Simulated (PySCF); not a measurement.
A GIAO shielding run with PySCF 2.14 (density fitting, non-relativistic, gas phase) on `[SiH2](SC(C)(C)C)N[SiH3]`, C₄H₁₅NSSi₂:

```
$ OMP_NUM_THREADS=1 python probes_run.py task.json out

{"job": {"kind": "nmr", "xc": "PBE0", "basis": "pcSseg-1"}, "charge": 0, "multiplicity": 1}
C     -1.899323     1.112524     0.853145
C     -1.739557    -0.026921    -0.143338
C     -2.859086     0.014601    -1.179157
C     -1.720138    -1.376338     0.558940
S     -0.167855     0.218671    -1.106723
Si     1.429584    -0.167010     0.255801
N      2.806359     0.402964    -0.599002
Si     4.460943     0.280632    -0.109872
H     -1.120039     1.081346     1.610582
H     -2.865910     1.035306     1.349104
H     -1.846835     2.070559     0.341583
H     -2.836083     0.958192    -1.718017
H     -3.826753    -0.091231    -0.692236
H     -2.736883    -0.790848    -1.898671
H     -2.695252    -1.571865     1.003322
H     -0.971955    -1.395539     1.348137
H     -1.499429    -2.170676    -0.150265
H      1.517403    -1.599691     0.541862
H      1.268269     0.589932     1.495678
H      2.642217     0.685058    -1.551354
H      4.490439     0.600519     1.315065
H      4.971574    -1.078452    -0.315847
H      5.193558     1.245252    -0.925723
```

Hardware: 1 thread of an Arm Neoverse V1, shared host. The job also computes population analyses, field gradients.

(1) How large is the calculation?

(2) How long does it take, and how much memory does it need?

## Answers

(1) 90 electrons, 232 basis functions and 1269 auxiliary functions.

(2) 58 s of wall time, with 13 SCF cycles and 5 response iterations; peak memory 1.1 GiB. Times on a shared host scatter by some tens of per cent.
